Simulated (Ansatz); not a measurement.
Ideal-gas functions of C$_{2}$H$_{5}$BO, SMILES `B/C=C/O` at 400 K and 1 bar, from an Ansatz frequency run at PBE0-D4/def2-TZVP.

Molar mass 55.87 g/mol, point group Cs (symmetry number 1), electronic degeneracy 1, moments of inertia 11.456, 116.074, 127.529 u Å². Harmonic wavenumbers (cm⁻¹, unscaled): 190, 279, 424, 498, 534, 825, 890, 999, 1005, 1072, 1169, 1215, 1285, 1359, 1371, 1684, 2559, 2640, 3152, 3170, 3866.

Use S(trans) = R[1.5 ln M + 2.5 ln T − 1.1517]; rotational temperatures θ = 24.2544 K / I; S(rot) = R[ln(√π/σ · √(T³/θAθBθC)) + 1.5]; for each mode x = 1.438777 ν̃/T, S = R[x/(eˣ − 1) − ln(1 − e⁻ˣ)] and H = RT x/(eˣ − 1); 1 cm⁻¹ = 0.0119627 kJ/mol; R = 8.31446 J/(mol·K).

Task: By hand: the entropy, in J/(mol·K).

Result: Translation 165.1. Rotation: θ = 2.1172, 0.209, 0.1902 K, giving 102.2. Vibration, mode by mode: 11.64, 8.63, 5.57, 4.50, 4.06, 1.78, 1.48, 1.08, 1.06, 0.87, 0.65, 0.57, 0.46, 0.37, 0.36, 0.14, 0.01, 0.01, 0.00, 0.00, 0.00, in all 43.2. Electronic 0.0. Sum 310.5 J/(mol·K).

Task: By hand: H − E and G − E in kJ/mol, counted from the electronic energy.

Result: Zero-point energy ½ × 30186 × 0.0119627 = 180.6; thermal vibration 10.7; translation, rotation and pV give 4 RT = 13.3. H − E = 204.6 kJ/mol, and G − E = 204.6 − 400 × 310.5/1000 = 80.4 kJ/mol.

Vibration gives 14 % of the entropy. The sum counts one conformer and one mirror image; others add a mixing term.
